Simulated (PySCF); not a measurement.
Order these species by their calculated properties.

All species are isolated and taken at one optimised geometry, non-relativistic unless stated; the electronic structure was computed with PySCF and density fitting.

Dipoles, sizes and rotational constants follow the conformer. The torsions of the flexible species, by atom-mapped SMILES:
- `[SH:1][SiH2:2][c:3]1[cH:4][cH:5][cH:6][cH:7][n:8]1`: S1–Si2–C3–C4 180°, H–S1–Si2–C3 0°
- `[CH3:1][C:2](=[C:3]=[S:4])[CH2:5][SiH2:6][C:7]#[N:8]`: C1–C2–C5–Si6 -85°, C2–C5–Si6–C7 175°
- `[CH3:1][O:2][SiH:3]([O:4][CH3:5])[N:6]([CH3:7])[CH:8]=[O:9]`: C1–O2–Si3–O4 -176°, O2–Si3–O4–C5 54°, O2–Si3–N6–C7 119°, Si3–N6–C8–O9 2°
- `[OH:1][SiH:2]([OH:3])[C@@H:4]1[CH2:5][Si@@H:6]1[C:7]([F:8])([F:9])[F:10]`: O1–Si2–C4–C5 20°, C5–Si6–C7–F8 -142°, H–O1–Si2–O3 -42°, H–O3–Si2–O1 176°

The conformers of `N#C[Si@@H]1C=CCCS1`, `CN(C)[Si@H](O)OCC=O`, `C[C@@H](CC(=O)O)O[SiH2]N` and `C[C@@H](OC=O)O[Si@@H](C)N` aren't listed.

Question: Rank by lowest singlet excitation, lowest first (TDDFT PBE0/def2-SVPD at GFN2-xTB geometries).
A. `S[SiH2]c1ccccn1`
B. `CC(=C=S)C[SiH2]C#N`
C. `N#C[Si@@H]1C=CCCS1`
D. `[H]/N=C\C#C[C@@H]1CS[SiH2]1`

Answer: B (2.22 eV), D (4.55 eV), A (4.66 eV), C (5.03 eV).

Question: By how much do the two ends of that ranking differ?

Answer: By 2.81 eV, between `N#C[Si@@H]1C=CCCS1` and `CC(=C=S)C[SiH2]C#N`.

Question: Rank by HOMO energy, highest first (PBE0/pcSseg-1 at GFN2-xTB geometries).
A. `[SiH](N(C)C=O)(OC)OC`
B. `C[C@@H](CC(=O)O)O[SiH2]N`
C. `C[C@@H](OC=O)O[Si@@H](C)N`
D. `CN(C)[Si@H](O)OCC=O`

Answer: D (-6.65 eV), C (-7.06 eV), A (-7.42 eV), B (-7.63 eV).

Question: By how much do the two ends of that ranking differ?

Answer: By 0.98 eV, between `CN(C)[Si@H](O)OCC=O` and `C[C@@H](CC(=O)O)O[SiH2]N`.

Question: Rank by lowest triplet excitation (Tamm–Dancoff), highest first (TDA PBE0/def2-SVPD at GFN2-xTB geometries).
A. `S[SiH2]C1=CC=CC=N1`
B. `[H]/N=C\C#C[C@@H]1CS[SiH2]1`
C. `N#C[Si@@H]1C=CCCS1`
D. `CC(=C=S)C[SiH2]C#N`

Answer: C (4.14 eV), A (4.01 eV), B (3.63 eV), D (1.84 eV).

Question: By how much do the two ends of that ranking differ?

Answer: By 2.30 eV, between `N#C[Si@@H]1C=CCCS1` and `CC(=C=S)C[SiH2]C#N`.

Question: Rank by HOMO–LUMO gap, lowest first (PBE0/pcSseg-1 at GFN2-xTB geometries).
A. `CO[SiH](OC)N(C)C=O`
B. `O=CCO[Si@H](N(C)C)O`
C. `C[C@@H](OC=O)O[Si@@H](C)N`
D. `O[SiH](O)[C@@H]1C[Si@@H]1C(F)(F)F`
E. `C(=O)(C[C@H](C)O[SiH2]N)O`

Answer: B (5.80 eV), C (7.08 eV), D (7.20 eV), A (7.66 eV), E (7.94 eV).

Question: Give the two extremes of that set in kcal/mol.

Answer: `CN(C)[Si@H](O)OCC=O`: 134 kcal/mol; `C[C@@H](CC(=O)O)O[SiH2]N`: 183 kcal/mol.

Question: Rank by smallest rotational constant, lowest first (GFN2-xTB).
A. `C1[C@@H]([SiH](O)O)[Si@H]1C(F)(F)F`
B. `C([C@@H]1CS[SiH2]1)#C/C=N\[H]`
C. `c1cccnc1[SiH2]S`
D. `CO[SiH](OC)N(C)C=O`

Answer: B (0.551 GHz), A (0.609 GHz), C (0.707 GHz), D (0.792 GHz).

Question: By how much do the two ends of that ranking differ?

Answer: By 0.241 GHz, between `CO[SiH](OC)N(C)C=O` and `[H]/N=C\C#C[C@@H]1CS[SiH2]1`.
